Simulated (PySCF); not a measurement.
C7H7, SMILES c1cc([CH2])ccc1, multiplicity 2.

Coordinates come from a ωB97X-D3(BJ)/def2-SVP optimisation.

Computed with SMD-PBE0/6-31G* in PySCF.

Solvation free energies are E(SMD) − E(gas) at the gas-phase geometry, for 1 M in both phases. In vacuum the dipole moment is 0.08 D.

```tsv
solvent	ΔG(solv) (kcal/mol)	its non-electrostatic (CDS) part	dipole (D)
water	-0.9	3.7	0.03
n-hexane	-4.8	-3.4	0.07
chloroform	…	…	…
```

**Question.** Fill in the missing entries. (Estimate from the structure and the level; the computed values follow.)

**Answer.** 
- chloroform, ΔG(solv) (kcal/mol): -6.0
- chloroform, its non-electrostatic (CDS) part: -2.9
- chloroform, dipole (D): 0.06
